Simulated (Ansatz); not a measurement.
The cluster PbCl₂, relaxed as a quintet with UKS PBE0-D4/def2-TZVP in Ansatz, starting from the PBE0-D4/def2-TZVP geometry of the neutral singlet. Force threshold 0.02 eV/Å.

In the def2 sets Pb takes a core potential; there is no spin–orbit coupling. At PBE0-D4/def2-TZVP a singlet of charge 0 lies 7.54 eV below the quintet, each at its own geometry. The structure comes from a short search, and lower isomers may exist.

Start:

```xyz
3

Pb   -0.9794   -0.4058   -0.0118
Cl    0.6676   -0.2788    1.8057
Cl    0.3119    0.6847   -1.7939
```

| step | energy (eV) | largest force component (eV/Å) | SCF passes |
| --- | --- | --- | --- |
| 1 | -30279.9619 | 2.407 | 31 |
| 2 | -30280.8472 | 1.034 | 42 |
| 3 | -30281.2836 | 0.654 | 38 |
| 4 | -30281.5726 | 0.402 | 43 |
| 5 | -30281.7429 | 0.213 | 37 |
| 6 | -30281.8201 | 0.089 | 37 |
| 7 | -30281.8659 | 0.062 | 37 |
| 8 | -30281.9032 | 0.081 | 36 |
| 9 | -30281.9318 | 0.080 | 37 |
| 10 | -30281.9548 | 0.067 | 37 |
| 11 | -30281.9718 | 0.046 | 36 |
| 12 | -30281.9816 | 0.022 | 34 |
| 13 | -30281.9838 | 0.019 | 31 |

Force components are those of the run's own axes.

End:

```xyz
3

Pb   -0.0006   -0.0002   -0.0001
Cl    0.3176   -0.8619    3.2193
Cl   -0.3170    0.8622   -3.2192
```

Bonds lost: Pb1–Cl2, Pb1–Cl3 (atoms count from 1).

No frequencies were taken in this run, so the end may be a saddle point.

Hardware: 4 threads of Arm Neoverse V2 on a shared host. Wall time 24 s.
